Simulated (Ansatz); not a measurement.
C₃H₉BSi (`C=CBC[SiH3]`). The species carries charge 0 and has multiplicity 1. The geometry is a stationary point of PBE0-D4/def2-TZVP. It is one conformer, not always the lowest.

```xyz
14

C    -0.005   -1.884   -1.147
C     0.953   -1.523   -0.289
B     1.153   -0.068    0.211
C     0.286    1.127   -0.251
Si   -1.149    1.330    0.957
H    -0.697   -1.158   -1.565
H    -0.148   -2.912   -1.467
H     1.603   -2.311    0.088
H     1.988    0.135    1.051
H    -0.168    1.024   -1.241
H     0.830    2.076   -0.202
H    -0.665    1.374    2.362
H    -2.100    0.195    0.821
H    -1.879    2.595    0.671
```

Task: What is the dipole moment at PBE/def2-TZVPP? (An estimate is asked.)

Result: The calculation gave: 1.12 D, with components (-0.28, -0.32, -1.04) D in this frame, pointing from negative to positive charge.

Task: And with r2SCAN, B3LYP, ωB97M-V? (Estimate.)

Result: Ansatz gave: r2SCAN 1.13 D, B3LYP 1.10 D, ωB97M-V 1.09 D.

Task: Give the Mulliken charges with PBE, B3LYP, ωB97M-V in def2-TZVPP. (An estimate is asked.)

Result: Ansatz gave: 
| atom | PBE | B3LYP | ωB97M-V |
| --- | --- | --- | --- |
| C1 | -0.13 | -0.15 | -0.15 |
| C2 | -0.15 | -0.18 | -0.18 |
| B3 | -0.01 | 0.00 | -0.05 |
| C4 | -0.24 | -0.27 | -0.37 |
| Si5 | 0.18 | 0.25 | 0.17 |
| H6 | 0.08 | 0.10 | 0.10 |
| H7 | 0.10 | 0.11 | 0.12 |
| H8 | 0.10 | 0.11 | 0.11 |
| H9 | 0.01 | 0.02 | 0.08 |
| H10 | 0.10 | 0.09 | 0.12 |
| H11 | 0.12 | 0.11 | 0.13 |
| H12 | -0.05 | -0.06 | -0.02 |
| H13 | -0.05 | -0.07 | -0.03 |
| H14 | -0.05 | -0.07 | -0.03 |

B3LYP here is the variant with VWN-RPA as its local correlation; programs differ in this.
